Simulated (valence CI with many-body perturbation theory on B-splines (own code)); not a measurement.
## Ru4+: electric-dipole lines

Calculated by configuration interaction combined with many-body perturbation theory (CI+MBPT): four valence electrons over a frozen Dirac-Fock core [Kr], a basis of 7 s, 7 p, 8 d, 6 f, 4 g, 1 h functions for each j, with the one-electron correlation potential Σ1, the two-electron term Σ2, the three-electron term Σ3, Breit, model QED; selected CI, second order for the rest, scaled by the run's own slope (own B-spline code, finite nucleus).

No measured levels were compared; by estimate terms of the open shell hold to 2 to 4 % of their energy, and close levels can change places; different configurations can be misplaced against each other by 1,000 to 8,000 cm⁻¹. Among the levels kept, up to 340 cm⁻¹ of a level comes from second order outside the variational space, and about a tenth of that is noise between levels of different J, which matters for small intervals. The list stops below the first excitations out of the core.

Lines 251 to 300 of 600 in falling wavelength, among levels below 263980 cm⁻¹, chosen from the strongest by gf and those to the six lowest levels. Wavelengths and rates use the calculated energies, so an error of 2000 cm⁻¹ moves a line at 141.5 nm by 2.8 % and its rate by three times that or more. Electric multipoles are in the length gauge, E1 and E2 with the static RPA response of the core. Weak lines are less certain than strong ones. Lines between different terms over intervals too small for the method are left out, as are lines whose strength nearly cancels. Where a level lies close to another of its J and parity, the split of strength between their lines is uncertain. The highest levels of a list are the least certain.

Names give the largest LS component (configuration and term), which can be under half, so a name can repeat, a term be missing and a line seem to break the LS rules; names also repeat where a configuration has a term twice. Letters in brackets count levels of one name in rising energy.

```
λ vac (nm)             Upper            Lower   A (s⁻¹)  S (a.u.)
     141.5  4d3 5p 3P°_2 [e]      4d3 5s 3D_2  3.68e+08  2.57e+00
     141.3  4d3 5p 3G°_3 [a]      4d3 5s 5F_3  1.13e+08  1.10e+00
     141.2  4d3 5p 3F°_4 [c]      4d3 5s 1H_5  6.40e+07  8.00e-01
     141.0  4d3 5p 3P°_2 [e]  4d3 5s 3D_3 [b]  5.05e+08  3.49e+00
     140.7  4d3 5p 3G°_4 [a]      4d3 5s 5F_4  2.63e+08  3.25e+00
     140.5  4d3 5p 3G°_4 [b]  4d3 5s 3F_3 [a]  1.32e+08  1.63e+00
     140.1      4d3 5p 3S°_1  4d3 5s 3P_2 [c]  5.00e+08  2.03e+00
     139.9  4d3 5p 3G°_5 [a]      4d3 5s 5F_5  3.57e+08  5.31e+00
     139.8  4d3 5p 3D°_2 [d]      4d3 5s 3G_3  1.70e+08  1.15e+00
     139.4  4d3 5p 3G°_3 [c]      4d3 5s 3H_4  4.36e+08  4.08e+00
     139.2  4d3 5p 3P°_1 [d]      4d3 5s 3D_1  4.37e+08  1.75e+00
     138.9  4d3 5p 3P°_1 [d]      4d3 5s 3D_2  5.28e+08  2.09e+00
     138.9  4d3 5p 1F°_3 [d]      4d3 5s 3D_2  7.54e+07  6.98e-01
     138.4  4d3 5p 3P°_2 [d]  4d3 5s 3P_2 [a]  2.45e+08  1.60e+00
     138.2  4d3 5p 1P°_1 [c]  4d3 5s 1D_2 [b]  9.42e+08  3.68e+00
     137.9  4d3 5p 3P°_0 [e]      4d3 5s 3D_1  9.99e+08  1.29e+00
     137.9  4d3 5p 1D°_2 [b]  4d3 5s 1D_2 [a]  1.63e+08  1.06e+00
     137.6  4d3 5p 3G°_4 [c]      4d3 5s 3H_4  6.70e+07  7.76e-01
     136.9      4d3 5p 5S°_2      4d3 5s 5P_3  3.02e+08  1.91e+00
     133.6      4d3 5p 5S°_2      4d3 5s 5P_2  2.81e+08  1.66e+00
     133.1      4d3 5p 5S°_2      4d3 5s 5P_1  1.67e+08  9.72e-01
     131.8  4d3 5p 3G°_3 [d]      4d3 5s 1G_4  8.07e+07  6.39e-01
     129.0  4d3 5p 3D°_3 [e]  4d3 5s 3D_3 [a]  1.39e+08  1.03e+00
     127.6  4d3 5p 3F°_2 [d]      4d3 5s 1F_3  1.46e+08  7.49e-01
     126.2  4d3 5p 1G°_4 [d]      4d3 5s 1H_5  2.91e+08  2.59e+00
     125.2  4d3 5p 3G°_4 [d]      4d3 5s 3H_5  1.55e+08  1.36e+00
     124.5  4d3 5p 3G°_5 [d]      4d3 5s 3H_6  1.20e+08  1.26e+00
     124.5  4d3 5p 3G°_3 [d]      4d3 5s 3H_4  1.17e+08  7.78e-01
     124.3  4d3 5p 3F°_4 [c]      4d3 5s 3G_5  7.13e+07  6.08e-01
     123.2  4d3 5p 1D°_2 [c]      4d3 5s 1F_3  1.58e+08  7.28e-01
     68.25  4d3 5p 3F°_4 [a]     4d4 3F_4 [b]  3.31e+08  4.67e-01
     66.43  4d3 5p 1G°_4 [b]     4d4 1G_4 [b]  2.70e+08  3.52e-01
     65.14  4d3 5p 1F°_3 [c]     4d4 1D_2 [b]  5.21e+08  4.98e-01
     63.83  4d3 5p 1P°_1 [c]     4d4 1S_0 [b]  2.51e+09  9.67e-01
     62.84  4d3 5p 1H°_5 [c]     4d4 3F_4 [b]  2.93e+08  3.95e-01
     62.79  4d3 5p 3D°_3 [c]     4d4 3F_4 [b]  9.14e+08  7.82e-01
     62.68  4d3 5p 3D°_1 [e]     4d4 3F_2 [b]  1.49e+09  5.43e-01
     62.60  4d3 5p 3D°_2 [a]     4d4 3P_1 [a]  4.96e+08  3.00e-01
     62.36  4d3 5p 3D°_2 [f]     4d4 3F_3 [b]  6.83e+08  4.09e-01
     62.18  4d3 5p 3D°_1 [a]     4d4 3P_0 [a]  5.26e+08  1.87e-01
     62.10  4d3 5p 3G°_3 [c]     4d4 3F_2 [b]  6.79e+08  5.62e-01
     61.90  4d3 5p 3G°_4 [c]     4d4 3F_3 [b]  7.57e+08  7.98e-01
     61.62  4d3 5p 3G°_5 [c]     4d4 3F_4 [b]  6.89e+08  8.75e-01
     61.49  4d3 5p 3D°_3 [d]     4d4 3F_4 [b]  1.23e+09  9.85e-01
     61.38  4d3 5p 3D°_3 [a]     4d4 3P_2 [a]  8.68e+08  6.93e-01
     61.20  4d3 5p 3P°_1 [c]     4d4 3P_2 [b]  9.86e+08  3.35e-01
     61.20  4d3 5p 3P°_2 [d]     4d4 3P_2 [b]  5.42e+08  3.07e-01
     61.14  4d3 5p 1G°_4 [b]         4d4 1F_3  4.52e+08  4.59e-01
     60.82  4d3 5p 3F°_4 [a]         4d4 3D_3  3.28e+08  3.28e-01
     60.76  4d3 5p 3D°_2 [b]     4d4 3P_1 [a]  6.35e+08  3.52e-01
```
